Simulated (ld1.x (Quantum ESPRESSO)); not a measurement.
# What one change does to a pseudopotential (Kr (Z = 36), TM semilocal)

* Element: Kr
* Generator: ld1.x (Quantum ESPRESSO) 7.5
* Type: norm-conserving Troullier–Martins (semilocal form)
* Functional: PW91
* Relativity: scalar-relativistic
* Frozen core: [Ar] 3d10
* Valence charge: 8
* Reference configuration: 4s2 4p6
* Partial waves: 4s (bound): rc 1.40 bohr; 4p (bound): rc 1.65 bohr
* Local potential: the p channel
* Core correction: Bessel-smoothed model core inside 1.10 bohr

Change: reference 4s2 4p4.

Cutoffs: the cutoffs (Ry, on a coarse ladder) from which the occupation-weighted sum of valence levels, in a spherical-Bessel basis at the reference potential, stays within 10 and 1 mRy of its value at 400 Ry; they do not see the model core or the augmentation charge, which bear on the density cutoff. Errors are all-electron minus pseudo energies relative to the spin-unpolarised reference configuration.

Task: What does the change do?

Result: The potential gets neither clearly harder nor softer (50 Ry and 80 Ry → 50 Ry and 90 Ry); the s channel sets the loose cutoff, while the largest relative change is in p, which becomes harder; the range in which the s phases agree narrows (upper end 4.9 → 3.1); neither file shows a bound ghost. A semilocal file is local in each channel, so a ghost entry of none says nothing of the separable form that plane-wave codes build from it.

```tsv
quantity	base	changed
cutoff, loose	50 Ry	50 Ry
cutoff, tight	80 Ry	90 Ry
loose cutoff by channel (10 mRy a level)	s 40 Ry, p 21 Ry	s 45 Ry, p 25 Ry
bound ghosts	none	none
largest error over its own tests, meV	-4.3	+17
s: phases at 1.79 bohr within 0.05 rad from the reference energy up to (Ry; the scan ends near 5)	4.9	3.1
p: phases at 1.79 bohr within 0.05 rad from the reference energy up to (Ry; the scan ends near 5)	to the end of the scan	4.6
```
